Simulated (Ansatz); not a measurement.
# Worked example: C2H5BrMg + CHBrCl → C2H5Mg + CHBr2Cl

Species: C2H5BrMg `C[CH2][Mg][Br]`, singlet; CHBrCl `Cl[CH]Br`, doublet; C2H5Mg `C[CH2][Mg]`, doublet; CHBr2Cl (chlorodibromomethane) `ClC(Br)Br`, singlet. A radical takes Br: the energy is the difference in strength between the Mg–Br bond broken and the C–Br bond made.

Shapes, held fixed at every level: PBE0-D4/def2-TZVP. Programs: Ansatz 0.2.0. The zero-point and thermal change to 298 K, harmonic and unscaled (PBE0-D4/def2-TZVP), is +2.6 kJ/mol.

At CCSD(T)/def2-TZVPP; 1 Eh = 2625.50 kJ/mol:

| species | energy (Eh) |
| --- | --- |
| C2H5BrMg | -2851.664364 |
| CHBrCl | -3070.999764 |
| C2H5Mg | -278.841500 |
| CHBr2Cl | -5643.761197 |

Problem. Work out ΔH(298 K) of the reaction at this level.

Solution. 
1. Products less reactants: (-278.841500) + (-5643.761197) − [(-2851.664364) + (-3070.999764)] = 0.061431 Eh = +161.3 kJ/mol.
2. With the thermal change: +161.3 + (+2.6) = +163.9 kJ/mol.

Other levels give +148.2 (MP2/def2-TZVPP) to +189.5 kJ/mol (CCSD/def2-SVP). No measured value is set beside it here. Open shells run unrestricted. Relativity is left out for Br. Outer-core shells of Br, Mg are correlated, in sets that cover them unevenly. The median of the other levels is +173.1 kJ/mol.
